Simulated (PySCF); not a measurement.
# Relaxation of singlet MnO₂Cl₃

These are results of PySCF, PBE, basis Mn def2-SVP, O def2-SVP, Cl def2-SVP (no relativity, density fitting), not measurements. A (50,194) grid was used.

A hand-made trigonal bipyramidal (ligand arrangement 2) start, of Cs symmetry, held to at least that symmetry:

```xyz
6
charge 0 multiplicity 1, angstrom
Mn   -0.1311   -0.2272   -0.2623
O    -0.1311   -0.2272   -1.8823
O    -0.9412   -1.6302   -0.2623
Cl   -0.1311   -0.2272    1.9177
Cl    2.0488   -0.2272   -0.2623
Cl   -1.2212    1.6607   -0.2623
```

Optimiser trace:
```
step  E − E(last) (kJ/mol)  largest gradient (Eh/bohr)
   0                105.32                     0.07627
   1                 50.72                     0.04445
   2                 26.74                     0.01855
   3                 20.62                     0.00903
   4                 10.89                     0.01590
   5                  3.94                     0.01598
   6                  0.92                     0.01003
   7                  0.14                     0.00195
   8                  0.05                     0.00154
   9                  0.02                     0.00100
  10                  0.01                     0.00087
  11                  0.00                     0.00017
```

It ends at Cs with Mn–Cl 2.182 Å, Mn–Cl 2.274 Å (×2), Mn–O 1.546 Å, Mn–O 1.571 Å; Cl–Mn–Cl 84.8° (×2), Cl–Mn–Cl 142.3°, Cl–Mn–O 83.6° (×2), Cl–Mn–O 105.9°, Cl–Mn–O 108.9° (×2), Cl–Mn–O 143.3°, O–Mn–O 110.8° (after a last refinement on a finer grid). A frequency run shows 1 imaginary mode, down to 261i cm⁻¹, so it is a saddle point. Other isomers or separated fragments may lie lower.

Final geometry:
Coordinates in bohr (charge 0 multiplicity 1):
```
Mn   -0.2706   -0.4688   -0.5109
O     0.2955    0.5119   -3.2559
O    -1.7308   -2.9979   -0.5956
Cl    0.2378    0.4119    3.4849
Cl    3.9460   -1.3000   -0.4605
Cl   -3.0989    2.7673   -0.4605
```

Stability towards spin polarisation was not tested.
